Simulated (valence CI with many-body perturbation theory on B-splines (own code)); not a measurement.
## E1 transitions of Ir XLVI

Computed by relativistic CI+MBPT: four valence electrons over a frozen Dirac-Fock core [Ar] 3d10, radial functions for each j: 11 s, 11 p, 9 d, 7 f, 5 g, 2 h, 1 i, with the one-electron correlation potential Σ1, the two-electron term Σ2, the three-electron term Σ3, Breit, model QED; selected CI, second order for the rest (own B-spline code, finite nucleus).

The last digits are not significant, and no measured levels were compared; by estimate large intervals hold to a few tenths of a per cent, small ones and those within an open d or f shell to about a per cent.

Lines 101 to 150 of 249 in falling wavelength, among levels below 566.42 eV, chosen from the strongest by gf and those to the six lowest levels. Wavelengths and rates use the calculated energies. Electric multipoles are in the length gauge, E1 and E2 with the static RPA response of the core. Weak lines are less certain than strong ones. Lines between different terms over intervals too small for the method are left out, as are lines whose strength nearly cancels. The highest levels of a list are the least certain.

Levels are named by their leading jj configuration (3d3/2^4 stands for four electrons in 3d with j = 3/2), which in mixed levels can hold well under half, so a name can repeat and another be missing. Letters in brackets count levels of one name in rising energy.

```csv
λ vac (Å),Upper,Lower,A (s⁻¹),S (a.u.)
62.94,(4s 4p1/2 4p3/2 4d5/2) J=2 [b],(4s 4p1/2 4p3/2^2) J=3,6.80e+10,4.19e-02
62.93,(4s 4p1/2^2 4d5/2) J=3,(4s 4p1/2^2 4p3/2) J=2,2.66e+11,2.29e-01
62.72,(4s 4p1/2 4p3/2 4d5/2) J=2 [c],(4s 4p1/2 4p3/2^2) J=2 [b],7.53e+10,4.58e-02
62.68,(4s 4p1/2 4p3/2 4d5/2) J=4 [b],(4s 4p1/2 4p3/2^2) J=3,1.43e+11,1.56e-01
62.57,(4s^2 4p1/2 4f5/2) J=2,(4s^2 4p1/2 4d3/2) J=1,4.55e+10,2.75e-02
62.57,(4s 4p1/2 4p3/2 4d5/2) J=3 [a],(4s 4p1/2 4p3/2^2) J=2 [a],1.03e+11,8.72e-02
62.32,(4s 4p1/2 4p3/2 4d5/2) J=1 [c],(4s 4p1/2 4p3/2^2) J=1 [a],4.02e+11,1.44e-01
62.26,(4s^2 4p3/2 4d5/2) J=1,(4s^2 4p3/2^2) J=0,3.57e+11,1.27e-01
62.13,(4s 4p1/2 4p3/2 4d5/2) J=3 [d],(4s 4p1/2 4p3/2^2) J=2 [b],5.38e+11,4.45e-01
61.99,(4s 4p1/2 4p3/2 4d5/2) J=1 [b],(4s 4p1/2 4p3/2^2) J=0,2.83e+11,9.99e-02
61.97,(4s 4p1/2 4p3/2 4d5/2) J=2 [c],(4s 4p1/2 4p3/2^2) J=1 [a],2.37e+11,1.39e-01
61.95,(4s 4p1/2 4p3/2 4d5/2) J=0,(4s 4p1/2 4p3/2^2) J=1 [a],2.38e+11,2.79e-02
61.84,(4s 4p1/2 4p3/2 4d5/2) J=2 [d],(4s 4p1/2 4p3/2^2) J=1 [b],5.01e+11,2.93e-01
61.55,(4s 4p1/2 4p3/2 4d3/2) J=3 [b],(4s^2 4p1/2 4d5/2) J=2,7.90e+10,6.37e-02
61.36,(4s 4p1/2 4p3/2 4d5/2) J=1 [a],(4s 4p1/2 4p3/2^2) J=2 [a],3.54e+10,1.21e-02
61.35,(4s 4p1/2 4p3/2 4d5/2) J=2 [d],(4s 4p1/2 4p3/2^2) J=2 [b],9.62e+10,5.48e-02
60.87,(4s 4p1/2 4p3/2 4d5/2) J=3 [b],(4s 4p1/2 4p3/2^2) J=2 [a],2.02e+11,1.57e-01
60.63,(4s 4p1/2 4p3/2 4d5/2) J=2 [d],(4s 4p1/2 4p3/2^2) J=1 [a],2.04e+11,1.12e-01
60.60,(4s 4p1/2^2 4d5/2) J=2,(4s 4p1/2^2 4p3/2) J=2,7.90e+10,4.34e-02
60.59,(4s 4p1/2 4p3/2 4d5/2) J=3 [c],(4s 4p1/2 4p3/2^2) J=3,1.93e+10,1.48e-02
60.42,(4s 4p1/2 4p3/2 4d5/2) J=4 [c],(4s 4p1/2 4p3/2^2) J=3,5.05e+11,4.94e-01
60.07,(4s 4p1/2 4p3/2 4d5/2) J=1 [c],(4s 4p1/2 4p3/2^2) J=0,4.92e+10,1.58e-02
60.01,(4s^2 4p3/2 4d5/2) J=3,(4s^2 4p3/2^2) J=2,8.66e+11,6.47e-01
59.33,(4s^2 4p3/2 4d5/2) J=1,(4s^2 4p3/2^2) J=2,1.49e+11,4.60e-02
59.14,(4s^2 4p1/2 4f5/2) J=3,(4s^2 4p1/2 4d3/2) J=2,3.81e+10,2.72e-02
58.44,(4s 4p1/2 4p3/2 4d5/2) J=3 [c],(4s 4p1/2 4p3/2^2) J=2 [a],6.66e+11,4.59e-01
58.33,(4s 4p1/2 4p3/2 4d5/2) J=1 [b],(4s 4p1/2 4p3/2^2) J=2 [a],3.32e+10,9.74e-03
58.32,(4s 4p1/2 4p3/2 4d5/2) J=2 [c],(4s 4p1/2 4p3/2^2) J=3,7.23e+10,3.54e-02
58.12,(4s 4p1/2 4p3/2^2) J=2 [a],(4s^2 4p1/2 4p3/2) J=2,1.89e+10,9.17e-03
58.09,(4s 4p1/2 4p3/2 4d5/2) J=2 [a],(4s^2 4p1/2 4d5/2) J=2,2.25e+11,1.09e-01
57.86,(4s 4p1/2 4p3/2 4d3/2) J=3 [a],(4s^2 4p1/2 4d3/2) J=2,2.72e+10,1.82e-02
57.80,(4s 4p1/2 4p3/2 4d5/2) J=3 [d],(4s 4p1/2 4p3/2^2) J=3,1.48e+11,9.85e-02
57.69,(4s 4p1/2 4p3/2 4d3/2) J=1 [d],(4s^2 4p1/2 4d5/2) J=2,3.65e+10,1.04e-02
57.13,(4s 4p1/2 4p3/2 4d5/2) J=2 [d],(4s 4p1/2 4p3/2^2) J=3,5.55e+10,2.56e-02
56.91,(4s 4p1/2 4p3/2^2) J=2 [a],(4s^2 4p1/2 4p3/2) J=1,4.55e+11,2.07e-01
56.90,(4s 4p1/2 4p3/2 4d5/2) J=3 [a],(4s^2 4p1/2 4d5/2) J=3,1.04e+11,6.63e-02
56.62,(4s 4p1/2 4p3/2 4d5/2) J=1 [c],(4s 4p1/2 4p3/2^2) J=2 [a],1.04e+11,2.79e-02
56.36,(4s 4p1/2 4p3/2 4d5/2) J=3 [a],(4s^2 4p1/2 4d5/2) J=2,2.57e+10,1.59e-02
56.14,(4s 4p1/2 4p3/2^2) J=3,(4s^2 4p1/2 4p3/2) J=2,2.62e+11,1.60e-01
55.96,(4s 4p1/2 4p3/2 4d3/2) J=2 [d],(4s^2 4p1/2 4d5/2) J=3,4.12e+10,1.78e-02
55.84,(4s 4p1/2 4p3/2 4d5/2) J=3 [d],(4s 4p1/2 4p3/2^2) J=2 [a],2.93e+10,1.76e-02
55.50,(4s 4p1/2 4p3/2 4d5/2) J=3 [b],(4s^2 4p1/2 4d5/2) J=3,1.42e+11,8.38e-02
55.44,(4s 4p1/2 4p3/2 4d3/2) J=2 [d],(4s^2 4p1/2 4d5/2) J=2,3.24e+10,1.36e-02
55.38,(4s 4p1/2 4p3/2 4d5/2) J=1 [a],(4s^2 4p1/2 4d5/2) J=2,4.83e+10,1.21e-02
55.29,(4s 4p1/2 4p3/2 4d5/2) J=2 [b],(4s^2 4p1/2 4d5/2) J=3,1.36e+11,5.68e-02
55.22,(4s 4p1/2 4p3/2 4d5/2) J=2 [d],(4s 4p1/2 4p3/2^2) J=2 [a],1.18e+11,4.92e-02
55.09,(4s 4p1/2 4p3/2 4d5/2) J=4 [b],(4s^2 4p1/2 4d5/2) J=3,1.42e+11,1.05e-01
54.98,(4s 4p1/2 4p3/2 4d5/2) J=3 [b],(4s^2 4p1/2 4d5/2) J=2,1.27e+11,7.27e-02
54.98,(4p1/2^2 4p3/2^2) J=2,(4s 4p1/2^2 4p3/2) J=1,4.75e+11,1.95e-01
54.45,(4s 4p1/2 4p3/2 4d3/2) J=1 [d],(4s^2 4p1/2 4d3/2) J=1,2.50e+11,5.98e-02
```
